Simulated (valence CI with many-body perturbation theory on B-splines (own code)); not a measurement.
## Ba¹⁵⁺: what the settings do

Computed by configuration interaction combined with many-body perturbation theory (CI+MBPT): five valence electrons over a frozen Dirac-Fock core [Kr], a basis of 6 s, 6 p, 5 d, 5 f, 1 g functions for each j, with the one-electron correlation potential Σ1, the two-electron term Σ2, the three-electron term Σ3, Breit, model QED; selected CI, second order for the rest, scaled by the run's own slope (own B-spline code, finite nucleus).

No measured levels were compared; by estimate terms of the open shell hold to 2 to 4 % of their energy, and close levels can change places. Among the levels kept, up to 420 cm⁻¹ of a level comes from second order outside the variational space, and about a tenth of that is noise between levels of different J, which matters for small intervals. Only levels of the ground parity were solved; by the run's estimate the other parity begins above the list, which can be wrong where configurations are misplaced.

The reference run has the lowest level 4d5 6S_5/2 and an ionisation energy of 390.194 eV. Its largest variational space holds 9963 state functions.

Names give the largest LS component (configuration and term), which can be under half, so a name can repeat, a term be missing and a line seem to break the LS rules; names also repeat where a configuration has a term twice. Letters in brackets count levels of one name in rising energy.

Changed runs:
A. Davidson tolerance 2e-05 → 0.0003
B. selection threshold (hartree) 2e-08 → 1e-05; Breit term on → off
C. highest l with Σ1, explicit Σ2 and valence Breit (higher l get mean screening factors) 3 → 1; shift of the energy in Σ1 (hartree) 0 → 2.222
D. box radius (bohr) 9.333 → 1.63 (bad on purpose)

Excitation energies of the reference run in cm⁻¹, and shifts in cm⁻¹:

```csv
Level,Reference,A,B,C
4d5 4G_5/2 [a],35604,0,-503,+242
4d5 4G_7/2,47051,0,+32,+323
4d5 4D_3/2 [a],48997,0,+207,-492
4d5 4G_11/2,49080,0,+775,+1479
4d5 4G_5/2 [b],51187,0,+148,-240
4d5 4G_9/2,51942,0,+318,+479
4d5 4P_1/2,56388,0,+398,-817
4d5 4D_7/2,63037,0,+414,-623
4d5 2D_5/2,67655,0,+251,-980
4d5 2I_11/2,72144,0,+1165,+2177
4d5 4D_1/2,72717,0,+884,-1122
4d5 2F_7/2,75438,0,+117,-891
Ionisation energy (eV),390.194,0,-0.032,+0.697
```

No effect on these energies: A.

Run D: It gave no result. The program said: "need at least one array to concatenate".
